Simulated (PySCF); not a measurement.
C5H8S, SMILES C#C[C@H](C)SC. Atoms are numbered in the order given.

```xyz
14

C     -1.3630     2.1898     0.0367
C     -1.0663     1.0391    -0.2212
C     -0.7006    -0.3475    -0.4749
C     -1.3095    -1.3128     0.5457
S      1.1339    -0.5332    -0.6368
C      1.6822     0.0888     0.9725
H     -1.6309     3.2090     0.2440
H     -1.0453    -0.6238    -1.4880
H     -2.4080    -1.2306     0.5402
H     -1.0234    -2.3461     0.3021
H     -0.9617    -1.0796     1.5630
H      1.3044     1.1086     1.1457
H      2.7803     0.1205     0.9280
H      1.3846    -0.5713     1.8016
```
Charge 0, spin multiplicity 1.

Geometry optimised at r2SCAN-D4/def2-SVP. The structure was generated by enumeration; whether it is a known compound was not checked. The values are those of a single conformer.

The numbers are results of SMD-B3LYP/def2-SVP run with PySCF, not measurements.

Solvation free energies are E(SMD) − E(gas) at the gas-phase geometry, for 1 M in both phases. In vacuum the dipole moment is 1.24 D.

Computed solvation free energies in water, diethylether, methanol:
```json
[
 {"solvent": "water", "ΔG(solv) (kcal/mol)": "-0.6", "its non-electrostatic (CDS) part": "4.7", "dipole (D)": "1.61"},
 {"solvent": "diethylether", "ΔG(solv) (kcal/mol)": "-4.6", "its non-electrostatic (CDS) part": "-1.1", "dipole (D)": "1.49"},
 {"solvent": "methanol", "ΔG(solv) (kcal/mol)": "-4.4", "its non-electrostatic (CDS) part": "0.6", "dipole (D)": "1.60"}
]
```
